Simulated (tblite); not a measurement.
Record of a relaxation.

Species: C₈H₉B.
Numbering: `[BH2:1][C@@H:2]1[CH2:3][C:4](=[CH2:5])/[C:6]1=[CH:7]/[C:8]#[CH:9]` (hydrogens: H10, H11 on B1; H12 on C2; H13, H14 on C3; H15, H16 on C5; H17 on C7; H18 on C9)

Computed with GFN2-xTB (tblite), gas phase: L-BFGS steps from a force-field or distance-geometry start until the largest atomic force falls under 0.01 eV/Å. 9 of its 142 geometries are shown.

Step 0: E = -620.0387 eV, largest atomic force 3.855 eV/Å
```
atom  x, y, z in Å  |  force x, y, z in eV/Å
B1     -0.412    1.603    1.309   -0.277   0.716  -0.540
C2     -0.688    0.813   -0.066    2.598   2.349   0.905
C3     -1.801   -0.124    0.007   -3.625  -1.313  -0.011
C4     -0.905   -1.278   -0.209    1.887  -0.419   0.001
C5     -1.060   -2.600   -0.285    0.182   0.873   0.008
C6      0.270   -0.321   -0.267   -0.800  -1.378  -0.437
C7      1.585   -0.450   -0.460    0.254   0.906   0.045
C8      2.452    0.701   -0.490   -0.814  -1.291  -0.005
C9      3.173    1.658   -0.525    0.217   0.302  -0.016
H10    -1.213    2.402    1.686    0.237  -0.468  -0.095
H11     0.607    1.500    1.877   -0.153  -0.127  -0.016
H12    -0.731    1.478   -0.939    0.077   0.097   0.244
H13    -2.337   -0.182    0.995    0.127   0.172  -1.003
H14    -2.506    0.000   -0.855   -0.018  -0.151   0.924
H15    -2.048   -3.028   -0.209    0.173  -0.140  -0.015
H16    -0.202   -3.235   -0.437   -0.206  -0.117  -0.003
H17     2.009   -1.436   -0.592    0.218   0.112   0.004
H18     3.800    2.503   -0.553   -0.078  -0.123   0.010
```

Step 18: E = -620.4415 eV, largest atomic force 0.075 eV/Å
```
atom  x, y, z in Å  |  force x, y, z in eV/Å
B1     -0.402    1.674    1.292    0.010   0.042   0.054
C2     -0.635    0.841   -0.015    0.044   0.008  -0.007
C3     -1.847   -0.138   -0.001    0.004  -0.010   0.015
C4     -0.872   -1.268   -0.222    0.003  -0.052   0.054
C5     -1.018   -2.584   -0.296    0.020   0.014  -0.021
C6      0.254   -0.347   -0.283    0.008  -0.032  -0.009
C7      1.572   -0.469   -0.477   -0.009  -0.012   0.014
C8      2.422    0.650   -0.499   -0.007  -0.047   0.001
C9      3.141    1.613   -0.529    0.037   0.024  -0.001
H10    -1.243    2.399    1.656   -0.031   0.007   0.011
H11     0.585    1.562    1.907    0.003   0.020  -0.002
H12    -0.670    1.534   -0.861   -0.026   0.002  -0.057
H13    -2.378   -0.181    0.947   -0.051  -0.023   0.046
H14    -2.569   -0.006   -0.803   -0.015   0.044  -0.048
H15    -1.988   -3.047   -0.201    0.053   0.012  -0.021
H16    -0.177   -3.237   -0.456   -0.018  -0.009   0.009
H17     2.038   -1.435   -0.621   -0.033   0.002  -0.036
H18     3.777    2.446   -0.549    0.010   0.010  -0.002
```

Step 35: E = -620.4481 eV, largest atomic force 0.044 eV/Å
```
atom  x, y, z in Å  |  force x, y, z in eV/Å
B1     -0.423    1.709    1.306    0.003  -0.011   0.014
C2     -0.638    0.842    0.017    0.030  -0.008  -0.017
C3     -1.850   -0.140    0.011    0.004  -0.017   0.005
C4     -0.870   -1.267   -0.203    0.001  -0.023  -0.034
C5     -0.999   -2.582   -0.306    0.003  -0.002   0.016
C6      0.254   -0.345   -0.255    0.011  -0.023   0.017
C7      1.565   -0.480   -0.488   -0.004   0.020  -0.004
C8      2.434    0.624   -0.511   -0.004  -0.005   0.004
C9      3.159    1.582   -0.534    0.013   0.006  -0.005
H10    -1.292    2.402    1.670   -0.003  -0.016   0.000
H11     0.579    1.655    1.906   -0.003   0.022  -0.016
H12    -0.668    1.522   -0.842   -0.007   0.032  -0.010
H13    -2.401   -0.192    0.948   -0.023  -0.003   0.027
H14    -2.555    0.000   -0.807   -0.008   0.015  -0.006
H15    -1.962   -3.062   -0.237    0.022  -0.002  -0.004
H16    -0.144   -3.221   -0.456   -0.027  -0.005  -0.005
H17     2.003   -1.453   -0.679   -0.021   0.032   0.022
H18     3.799    2.414   -0.551    0.010  -0.013  -0.002
```

Step 53: E = -620.4560 eV, largest atomic force 0.041 eV/Å
```
atom  x, y, z in Å  |  force x, y, z in eV/Å
B1     -0.464    1.737    1.315    0.010  -0.005   0.015
C2     -0.670    0.840    0.048   -0.007  -0.004  -0.012
C3     -1.865   -0.156    0.018   -0.010  -0.036  -0.011
C4     -0.870   -1.268   -0.208    0.029  -0.004  -0.006
C5     -0.989   -2.583   -0.324    0.006   0.000  -0.012
C6      0.244   -0.330   -0.237    0.017   0.009   0.005
C7      1.555   -0.452   -0.474    0.014   0.006   0.009
C8      2.449    0.632   -0.501   -0.002  -0.002  -0.003
C9      3.245    1.532   -0.551   -0.009  -0.004   0.006
H10    -1.391    2.287    1.770    0.001  -0.010   0.015
H11     0.595    1.871    1.790    0.013   0.011  -0.014
H12    -0.700    1.533   -0.802    0.012   0.010  -0.015
H13    -2.424   -0.240    0.949   -0.005   0.035   0.019
H14    -2.566   -0.010   -0.802   -0.020  -0.001  -0.014
H15    -1.951   -3.066   -0.273    0.019   0.001   0.007
H16    -0.134   -3.220   -0.475   -0.007   0.010  -0.003
H17     1.992   -1.424   -0.672   -0.039  -0.010   0.009
H18     3.935    2.322   -0.584   -0.023  -0.007   0.005
```

Step 70: E = -620.4622 eV, largest atomic force 0.038 eV/Å
```
atom  x, y, z in Å  |  force x, y, z in eV/Å
B1     -0.467    1.743    1.305    0.020   0.014   0.013
C2     -0.694    0.854    0.036   -0.013  -0.001   0.005
C3     -1.879   -0.151    0.015    0.012  -0.020  -0.006
C4     -0.874   -1.256   -0.205   -0.025  -0.028  -0.006
C5     -0.973   -2.572   -0.336   -0.003   0.000  -0.009
C6      0.233   -0.311   -0.236   -0.028  -0.022   0.010
C7      1.546   -0.453   -0.448   -0.033  -0.001   0.002
C8      2.457    0.615   -0.487   -0.004  -0.020   0.014
C9      3.264    1.504   -0.543    0.011   0.013   0.007
H10    -1.390    2.131    1.910    0.010  -0.004   0.001
H11     0.617    2.027    1.633    0.009   0.013  -0.006
H12    -0.719    1.545   -0.816    0.015  -0.002  -0.015
H13    -2.434   -0.222    0.950    0.006  -0.009  -0.017
H14    -2.586   -0.024   -0.806    0.009   0.004   0.008
H15    -1.924   -3.076   -0.288    0.012   0.017   0.001
H16    -0.106   -3.190   -0.501   -0.013   0.009   0.017
H17     1.960   -1.440   -0.612    0.011   0.016  -0.015
H18     3.964    2.283   -0.581    0.004   0.022  -0.002
```

Step 88: E = -620.4663 eV, largest atomic force 0.021 eV/Å
```
atom  x, y, z in Å  |  force x, y, z in eV/Å
B1     -0.432    1.740    1.283   -0.010   0.008  -0.015
C2     -0.711    0.859    0.018   -0.002  -0.006   0.006
C3     -1.894   -0.146   -0.001   -0.004  -0.002   0.007
C4     -0.893   -1.257   -0.210    0.002   0.006   0.004
C5     -0.984   -2.573   -0.340   -0.002   0.008   0.003
C6      0.218   -0.317   -0.226    0.005   0.002  -0.006
C7      1.534   -0.453   -0.416    0.006   0.000  -0.015
C8      2.442    0.618   -0.446    0.012   0.000  -0.008
C9      3.248    1.508   -0.506    0.004  -0.004  -0.002
H10    -1.276    1.955    2.064   -0.006  -0.019  -0.005
H11     0.634    2.191    1.432    0.014   0.011   0.004
H12    -0.710    1.526   -0.853    0.003  -0.002   0.008
H13    -2.448   -0.212    0.934   -0.008  -0.006   0.007
H14    -2.601   -0.017   -0.820    0.012  -0.010  -0.009
H15    -1.931   -3.084   -0.312   -0.004   0.015   0.011
H16    -0.108   -3.184   -0.480   -0.013  -0.006  -0.007
H17     1.956   -1.437   -0.580    0.002  -0.005   0.005
H18     3.947    2.289   -0.551   -0.009   0.010   0.011
```

Step 106: E = -620.4691 eV, largest atomic force 0.053 eV/Å
```
atom  x, y, z in Å  |  force x, y, z in eV/Å
B1     -0.389    1.722    1.255   -0.010   0.022   0.022
C2     -0.706    0.864   -0.017    0.012   0.005   0.006
C3     -1.890   -0.138   -0.014   -0.003   0.014  -0.002
C4     -0.896   -1.256   -0.207   -0.011   0.011  -0.003
C5     -1.010   -2.571   -0.325    0.001  -0.006   0.010
C6      0.220   -0.324   -0.236    0.002  -0.006  -0.001
C7      1.538   -0.460   -0.409    0.017   0.011  -0.014
C8      2.436    0.621   -0.429    0.033   0.041  -0.007
C9      3.215    1.536   -0.468   -0.022  -0.041   0.001
H10    -1.147    1.774    2.143    0.002  -0.010   0.011
H11     0.622    2.307    1.314   -0.024  -0.021  -0.021
H12    -0.698    1.509   -0.902    0.006  -0.002  -0.003
H13    -2.446   -0.185    0.922    0.002  -0.001  -0.014
H14    -2.594   -0.023   -0.838   -0.003   0.002   0.010
H15    -1.970   -3.058   -0.280    0.001  -0.005  -0.004
H16    -0.152   -3.205   -0.469    0.006  -0.007   0.003
H17     1.969   -1.443   -0.560   -0.006   0.002   0.006
H18     3.891    2.338   -0.490   -0.004  -0.010   0.000
```

Step 123: E = -620.4748 eV, largest atomic force 0.105 eV/Å
```
atom  x, y, z in Å  |  force x, y, z in eV/Å
B1     -0.373    1.689    1.242    0.007   0.073   0.048
C2     -0.729    0.890   -0.056   -0.008  -0.009   0.008
C3     -1.905   -0.121   -0.046   -0.015  -0.011   0.003
C4     -0.907   -1.239   -0.211   -0.015   0.027   0.001
C5     -1.013   -2.556   -0.300   -0.006  -0.032   0.011
C6      0.205   -0.303   -0.240    0.011  -0.014   0.015
C7      1.525   -0.444   -0.395    0.027   0.010   0.014
C8      2.435    0.626   -0.413    0.034   0.043  -0.014
C9      3.238    1.520   -0.454   -0.039  -0.018   0.029
H10    -0.952    1.498    2.245    0.059  -0.012  -0.086
H11     0.501    2.469    1.211   -0.061  -0.071   0.005
H12    -0.715    1.515   -0.952    0.009   0.019   0.008
H13    -2.463   -0.164    0.889   -0.014   0.024  -0.014
H14    -2.607   -0.019   -0.874    0.014  -0.007   0.011
H15    -1.972   -3.045   -0.263   -0.008  -0.009   0.006
H16    -0.151   -3.192   -0.408    0.011   0.004  -0.015
H17     1.950   -1.433   -0.525   -0.004   0.000  -0.012
H18     3.923    2.315   -0.463   -0.001  -0.019  -0.017
```

Step 141: E = -620.4796 eV, largest atomic force 0.008 eV/Å
```
atom  x, y, z in Å  |  force x, y, z in eV/Å
B1     -0.340    1.649    1.225   -0.005  -0.004   0.000
C2     -0.739    0.905   -0.090    0.000   0.002  -0.003
C3     -1.918   -0.105   -0.075    0.001  -0.001  -0.001
C4     -0.920   -1.228   -0.204    0.002  -0.002   0.000
C5     -1.023   -2.548   -0.264   -0.001  -0.001  -0.002
C6      0.194   -0.294   -0.246    0.000   0.002   0.005
C7      1.516   -0.435   -0.383   -0.003  -0.001  -0.005
C8      2.424    0.637   -0.401   -0.002  -0.002  -0.003
C9      3.225    1.533   -0.428    0.001   0.005   0.002
H10    -0.757    1.285    2.255   -0.002  -0.001   0.008
H11     0.426    2.531    1.180    0.005   0.000   0.004
H12    -0.721    1.532   -0.983    0.005   0.002  -0.003
H13    -2.495   -0.119    0.848   -0.006  -0.001  -0.003
H14    -2.600   -0.019   -0.920    0.001   0.002  -0.001
H15    -1.980   -3.039   -0.218   -0.001  -0.002   0.003
H16    -0.158   -3.181   -0.362   -0.001   0.001   0.004
H17     1.944   -1.423   -0.503    0.001  -0.002   0.001
H18     3.914    2.324   -0.443    0.004   0.003  -0.004
```

**Question.** Summarise the path.

**Answer.** The energy falls by 0.4408 eV from step 0 to step 141; nine tenths of that is first reached at step 13. It rises by more than 0.2 meV at step 2. The largest force goes from 3.855 to 0.008 eV/Å. Among the bonds C2–C3 changes most, from 1.457 to 1.552 Å; the atoms move by 0.449 Å rms after alignment.

**Question.** Follow the three bonds and two angles with the largest change from start to end.

**Answer.** 
| step | E above end (eV) | largest force (eV/Å) | C2–C3 (Å) | C4–C6 (Å) | B1–C2 (Å) | B1–C2–C3 (°) | B1–C2–C6 (°) |
| --- | --- | --- | --- | --- | --- | --- | --- |
| 0 | 0.4408 | 3.855 | 1.457 | 1.516 | 1.609 | 113.8 | 112.1 |
| 6 | 0.0554 | 0.181 | 1.556 | 1.457 | 1.567 | 115.6 | 117.4 |
| 12 | 0.0441 | 0.112 | 1.563 | 1.456 | 1.572 | 115.4 | 117.2 |
| 18 | 0.0380 | 0.075 | 1.559 | 1.456 | 1.567 | 116.2 | 118.6 |
| 25 | 0.0338 | 0.050 | 1.561 | 1.456 | 1.569 | 116.6 | 119.7 |
| 31 | 0.0324 | 0.035 | 1.561 | 1.454 | 1.569 | 116.9 | 120.1 |
| 37 | 0.0309 | 0.035 | 1.561 | 1.455 | 1.569 | 117.3 | 120.1 |
| 43 | 0.0286 | 0.053 | 1.559 | 1.456 | 1.568 | 118.0 | 120.5 |
| 49 | 0.0253 | 0.047 | 1.557 | 1.456 | 1.567 | 118.9 | 121.0 |
| 55 | 0.0230 | 0.048 | 1.557 | 1.457 | 1.567 | 119.2 | 121.1 |
| 61 | 0.0205 | 0.034 | 1.555 | 1.456 | 1.566 | 119.5 | 120.6 |
| 67 | 0.0180 | 0.044 | 1.554 | 1.455 | 1.568 | 119.3 | 119.8 |
| 74 | 0.0163 | 0.044 | 1.554 | 1.455 | 1.567 | 119.6 | 118.9 |
| 80 | 0.0148 | 0.040 | 1.553 | 1.455 | 1.566 | 120.1 | 117.5 |
| 86 | 0.0135 | 0.055 | 1.552 | 1.455 | 1.567 | 120.8 | 116.9 |
| 92 | 0.0123 | 0.036 | 1.551 | 1.456 | 1.566 | 120.9 | 117.2 |
| 98 | 0.0114 | 0.019 | 1.552 | 1.455 | 1.566 | 121.0 | 115.8 |
| 104 | 0.0107 | 0.042 | 1.551 | 1.455 | 1.567 | 120.7 | 115.1 |
| 110 | 0.0098 | 0.041 | 1.551 | 1.455 | 1.566 | 120.2 | 114.7 |
| 116 | 0.0086 | 0.036 | 1.550 | 1.455 | 1.564 | 119.7 | 113.1 |
| 123 | 0.0047 | 0.105 | 1.551 | 1.454 | 1.565 | 120.0 | 111.1 |
| 129 | 0.0009 | 0.060 | 1.553 | 1.454 | 1.565 | 119.7 | 108.8 |
| 135 | 0.0002 | 0.022 | 1.552 | 1.454 | 1.563 | 119.7 | 108.0 |
| 141 | 0.0000 | 0.008 | 1.552 | 1.454 | 1.563 | 119.8 | 107.7 |

What follows is the cost of the whole relaxation. On Arm Neoverse N1, one thread, no GPU, on a shared host, this took 1.6 s wall.
